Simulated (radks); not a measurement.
Q: Species: Nb2+. Configuration: [Kr] 4d3 (the NIST ground configuration). Calculated with a radial shooting solver on a logarithmic mesh with Libxc functionals: Dirac Kohn-Sham, BLYP, spin-unpolarised, spherical densities, point nucleus; open shells are shared between the two j in proportion to 2j + 1. Some entries of the table are withheld. Estimate them.

orbital,occ.,eigenvalue (hartree),<1/r> (bohr^-1),<r> (bohr)
1s1/2,2,-691.6706,42.40,0.03609
2s1/2,2,-97.28859,9.626,0.1577
2p1/2,2,(1),(2),0.1346
2p3/2,4,(3),(4),0.1391
3s1/2,2,-16.76276,3.274,0.4432
3p1/2,2,-13.77375,3.172,(5)
3p3/2,4,-13.20324,3.067,(6)
3d3/2,4,-7.92222,2.871,0.4310
3d5/2,6,-7.81600,2.844,0.4346
4s1/2,2,-2.78460,1.183,1.154
4p1/2,2,(7),1.061,1.270
4p3/2,4,(8),1.031,1.300
4d3/2,1.2,(9),0.7142,1.859
4d5/2,1.8,(10),0.7076,1.875

A: 
(1) 2p1/2 eigenvalue (hartree): -89.34748
(2) 2p1/2 <1/r> (bohr^-1): 9.602
(3) 2p3/2 eigenvalue (hartree): -85.82542
(4) 2p3/2 <1/r> (bohr^-1): 9.165
(5) 3p1/2 <r> (bohr): 0.4387
(6) 3p3/2 <r> (bohr): 0.4492
(7) 4p1/2 eigenvalue (hartree): -1.95493
(8) 4p3/2 eigenvalue (hartree): -1.87594
(9) 4d3/2 eigenvalue (hartree): -0.70385
(10) 4d5/2 eigenvalue (hartree): -0.69656
